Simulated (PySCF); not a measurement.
Peak assignment

Cartesian coordinates in Å; atom numbers follow the order of the lines, from 1:
```xyz
18

C    -2.6910    0.5272   -1.0503
C    -2.1075   -0.4648   -0.0429
C    -0.6181   -0.4691   -0.0979
C     0.2794    0.2289    0.6520
N     1.5391   -0.0987    0.2029
Si    3.0584    0.4872    0.8395
C     1.3201   -0.9860   -0.8105
N     0.0653   -1.2260   -1.0151
H    -3.7782    0.5028   -1.0221
H    -2.3601    0.2726   -2.0539
H    -2.3592    1.5384   -0.8231
H    -2.4301   -0.2003    0.9664
H    -2.4655   -1.4686   -0.2766
H     0.1417    0.9179    1.4599
H     4.0765   -0.1734    0.0305
H     3.0713    1.9416    0.6848
H     3.1237    0.1022    2.2491
H     2.1254   -1.4255   -1.3644
```

All values are calculated (PySCF 2.14): GIAO PBE0/pcSseg-1 shieldings, coordinates at the GFN2-xTB level. Non-relativistic Hamiltonian, equivalent nuclei averaged, one computed conformer, no solvent model.

Scale: TMS for ¹³C and ¹H (reference shieldings calculated alike).

Problem. Assign these signals to the numbered atoms. ¹³C{¹H} NMR (computed): δ 156.4 (C), 144.5 (CH), 120.0 (CH), 26.8 (CH2), 20.4 (CH3).

Solution. 
156.4 → C3, substituted aromatic carbon next to a ring nitrogen
144.5 → C7, aromatic CH between two ring heteroatoms
120.0 → C4, aromatic CH next to a ring nitrogen
26.8 → C2, sp3 CH2 on an aromatic ring: a saturated carbon with 2 carbon neighbours and no heteroatom attached
20.4 → C1, methyl carbon: a saturated carbon with 1 carbon neighbour and no heteroatom attached

Problem. Assign these signals to the numbered atoms. ¹H NMR (300 MHz, computed): δ 7.13 (m, 1H), 6.73 (m, 1H), 5.06 (s, 3H), 2.75 (q, 2H), 1.26 (t, 3H).

Solution. 
| δ (ppm) | atoms | environment | reason |
| --- | --- | --- | --- |
| 7.13 | H18 | hydrogen on an aromatic CH between two ring heteroatoms | aromatic region |
| 6.73 | H14 | hydrogen on an aromatic CH next to a ring nitrogen | aromatic region |
| 5.06 | H15/H16/H17 | hydrogen on a silicon bonded to N | – |
| 2.75 | H12/H13 | hydrogen on an sp3 CH2 on an aromatic ring | benzylic-type position, deshielded by the ring |
| 1.26 | H9/H10/H11 | hydrogen on a methyl carbon | – |

Shifts are as computed. Against solution values, carbons near 30 ppm lie about +3 ppm off and those near 130 ppm about +5 ppm. Of 1211 compounds with measured shifts, 218 miss one by over three times the rms of a fit or turn the order of signals round; such compounds aren't used in these exercises. No couplings were computed; multiplicities are counted from neighbouring protons, with m where these are inequivalent, close in shift, in a saturated or five-membered ring or joined by F or P, and br s for small geminal =CH2 splittings.
